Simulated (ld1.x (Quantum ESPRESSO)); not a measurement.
# How hard is this palladium PAW potential?

- Element: Pd (Z = 46)
- Generator: ld1.x (Quantum ESPRESSO) 7.5
- Type: PAW
- Functional: PBE
- Relativity: scalar-relativistic
- Frozen core: [Ar] 3d10
- Valence charge: 18
- Reference configuration: 4s2 4p6 4d8 5s0 5p0 (charge +2)
- Partial waves: 4s (bound): rcut 1.20, rcutus 1.35 bohr; 5s (bound, empty): rcut 1.20, rcutus 1.35 bohr; 4p (bound): rcut 1.75, rcutus 2.15 bohr; 5p (bound, empty): rcut 1.75, rcutus 2.15 bohr; 4d (bound): rcut 1.15, rcutus 1.50 bohr; 4d channel at -1.5 Ry: rcut 1.15, rcutus 1.50 bohr
- Local potential: all-electron potential smoothed inside 1.90 bohr (lloc = -1)
- Core correction: a·sin(br)/r model core, default radius (core density twice the valence density)
- Augmentation charge: PSQ, inside the norm-conserving radii

The pseudo-atom Hamiltonian at the reference potential is diagonalised in spherical Bessel functions j_l(qr) that vanish at 20 bohr, with q² up to the cutoff. All-electron valence levels (Ry): 4s -8.1202, 5s -1.4882, 4p -5.5929, 5p -1.0347, 4d -2.0084.

How do the lowest levels (Ry) of each channel move with the cutoff, and are there ghosts?

```tsv
cutoff (Ry)	s #1	s #2	s #3	p #1	p #2	p #3	d #1	f #1	Σ f·Δε (mRy)
8	-7.3554	-1.3374	-0.5026	-5.3715	-1.0256	-0.4079	-0.9588	-0.2857	11254.3
12	-7.8385	-1.4256	-0.5270	-5.5429	-1.0339	-0.4109	-1.1898	-0.2863	7411.8
18	-8.0622	-1.4703	-0.5392	-5.5917	-1.0345	-0.4123	-1.5551	-0.2865	3750.1
21	-8.0935	-1.4775	-0.5411	-5.5918	-1.0346	-0.4133	-1.6933	-0.2866	2581.2
30	-8.1180	-1.4852	-0.5431	-5.5928	-1.0347	-0.4142	-1.9236	-0.2866	683.8
40	-8.1198	-1.4876	-0.5438	-5.5928	-1.0347	-0.4142	-2.0018	-0.2866	54.1
50	-8.1199	-1.4881	-0.5439	-5.5928	-1.0347	-0.4142	-2.0077	-0.2866	6.6
60	-8.1201	-1.4882	-0.5440	-5.5929	-1.0347	-0.4142	-2.0078	-0.2866	5.5
70	-8.1202	-1.4882	-0.5440	-5.5929	-1.0347	-0.4142	-2.0081	-0.2866	2.7
90	-8.1202	-1.4882	-0.5440	-5.5929	-1.0347	-0.4142	-2.0084	-0.2866	0.6
110	-8.1202	-1.4882	-0.5440	-5.5929	-1.0347	-0.4142	-2.0084	-0.2866	0.4
400	-8.1203	-1.4882	-0.5440	-5.5929	-1.0347	-0.4142	-2.0084	-0.2866	0.0
```

Result: no extra level below or beside the all-electron valence levels (s, p, d, f tested); 10 mRy is reached at 50 Ry and 1 mRy at 90 Ry.

Test run stopped at test 1 of 7 (negative rho).
